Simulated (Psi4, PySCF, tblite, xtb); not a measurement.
Approach curve of the dimer H2 ··· C3H9Al (SMILES [H][H] and [CH3][Al]([CH3])[CH3]). Monomers: optimised at B3LYP-D3(BJ) (def2-TZVP and def2-SVP), held rigid. Orientation: lowest of the rigid-body minima from ten starts at GFN2-xTB. R is the distance of the centres of mass, along which the second monomer moves.

Levels: RKS-B3LYP/LANL2DZ = restricted B3LYP/LANL2DZ, with its core potentials past Ne, no counterpoise correction run with PySCF; GFN2-xTB (tblite); GFN1-xTB (xtb); SAPT0/jun-cc-pVDZ, frozen core (Psi4).

Interaction energies in kJ/mol; the last columns give the difference from SAPT0:

| R / Å | RKS-B3LYP/LANL2DZ | GFN2-xTB | GFN1-xTB | SAPT0/jun-cc-pVDZ | RKS-B3LYP/LANL2DZ − SAPT0/jun-cc-pVDZ | GFN2-xTB − SAPT0/jun-cc-pVDZ | GFN1-xTB − SAPT0/jun-cc-pVDZ |
|---|---|---|---|---|---|---|---|
| 2.19 | 41.25 | 1.51 | -9.35 | 39.30 | 1.95 | -37.80 | -48.65 |
| 2.45 | 17.91 | -8.03 | -17.63 | 17.74 | 0.16 | -25.78 | -35.38 |
| 2.65 | 9.37 | -10.76 | -19.62 | 9.83 | -0.47 | -20.60 | -29.46 |
| 2.82 | 5.31 | -11.34 | -19.89 | 6.01 | -0.69 | -17.35 | -25.89 |
| 3.03 | 2.56 | -10.68 | -19.04 | 3.29 | -0.72 | -13.97 | -22.33 |
| 3.25 | 1.16 | -9.13 | -17.44 | 1.75 | -0.59 | -10.88 | -19.20 |
| 3.55 | 0.40 | -6.70 | -14.90 | 0.76 | -0.36 | -7.46 | -15.66 |
| 3.84 | 0.16 | -4.70 | -12.48 | 0.35 | -0.20 | -5.06 | -12.84 |
| 4.31 | 0.03 | -2.52 | -8.98 | 0.14 | -0.11 | -2.66 | -9.12 |
| 5.01 | 0.00 | -1.02 | -4.95 | 0.07 | -0.08 | -1.10 | -5.02 |
| 6.01 | 0.05 | -0.35 | -1.70 | 0.05 | 0.00 | -0.40 | -1.75 |
| 7.34 | 0.03 | -0.12 | -0.32 | 0.03 | 0.01 | -0.14 | -0.35 |

RKS-B3LYP/LANL2DZ is furthest from SAPT0/jun-cc-pVDZ at 2.19 (1.95 kJ/mol, above); its mean absolute difference over the points is 0.44 kJ/mol.

GFN2-xTB is furthest from SAPT0/jun-cc-pVDZ at 2.19 (-37.80 kJ/mol, below); its mean absolute difference over the points is 11.93 kJ/mol.

GFN1-xTB is furthest from SAPT0/jun-cc-pVDZ at 2.19 (-48.65 kJ/mol, below); its mean absolute difference over the points is 18.80 kJ/mol.
